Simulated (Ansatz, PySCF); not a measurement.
C₂H, SMILES [C-]#C, charge -1. Atoms are numbered in the order given.

```xyz
3

C      0.0000     0.0000     0.7456
C      0.0000     0.0000    -0.4928
H      0.0000     0.0000    -1.5637
```
Charge -1, spin multiplicity 1.

Geometry: PBE0-D3(BJ)/def2-TZVPD.

Two levels are set side by side: PBE-D3(BJ)/def2-TZVPD (PySCF) and PBE0-D3(BJ)/def2-TZVPD (Ansatz, a first-principles code). Each level has its own optimised geometry; the coordinates shown are those of the second. Frequencies come from the Hessian of PySCF at each geometry. Differences are taken from unrounded values.

| quantity | PBE0-D3(BJ) |
|---|---|
| mean bond length (Å) | 1.155 |
| bond C1–C2 (Å) | 1.238 |
| bond C2–H3 (Å) | 1.071 |
| highest harmonic wavenumber (cm⁻¹) | 3380 |
| mean harmonic wavenumber (cm⁻¹) | 1600 |
| zero-point energy (kcal/mol) | 9.15 |

### Question
What does PBE-D3(BJ) give, and how far is it from PBE0-D3(BJ)? (An estimate is asked for; the answer gives what the named calculation found.)

### Answer

| quantity | PBE-D3(BJ) | PBE-D3(BJ) minus PBE0-D3(BJ) |
|---|---|---|
| mean bond length (Å) | 1.165 | 0.010 |
| bond C1–C2 (Å) | 1.250 | 0.011 |
| bond C2–H3 (Å) | 1.079 | 0.008 |
| highest harmonic wavenumber (cm⁻¹) | 3273 | -107 |
| mean harmonic wavenumber (cm⁻¹) | 1531 | -69 |
| zero-point energy (kcal/mol) | 8.76 | -0.39 |

Exact exchange shortens and stiffens bonds; PBE has none. Differences between two approximate levels are no errors against the true value.
